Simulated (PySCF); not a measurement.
# Finite-field polarisability of Hg (mercury, neutral)

[Xe] 4f14 5d10 6s2, closed-shell 1S. Calculation: PySCF 2.14, in aug-cc-pVTZ-PP with one added diffuse shell each of s, p, d, f, g type with ECP60MDF (7s7p6d4f3g, 113 functions); a scalar-relativistic core potential. Frozen: 5s2 5p6. Energy changes in a uniform field (μhartree):

| axis | F (au) | HF | MP2 | CCSD | CCSD(T) |
| --- | --- | --- | --- | --- | --- |
| x | 0.0021 | -99.441 | -66.654 | -79.998 | -77.921 |
| x | 0.0042 | -398.080 | -266.661 | -320.161 | -311.833 |

(1) Derive α along x at CCSD(T) from the two fields.

(2) And the mean polarisability at each level?

The same two fields give the second hyperpolarisability, to two digits from the fit; its basis error is larger: HF 33000, MP2 4600, CCSD 17000, CCSD(T) 15000 au.

Results:

(1) With ΔE = −αF²/2 − γF⁴/24, α = −(16 ΔE(F) − ΔE(2F))/(6F²) = 35.33 bohr³.

(2) HF 45.09, MP2 30.23, CCSD 36.27, CCSD(T) 35.33 bohr³. Reference: 33.91 ± 0.34 bohr³ (recommended; Schwerdtfeger and Nagle, table of static dipole polarizabilities (2023 update)).
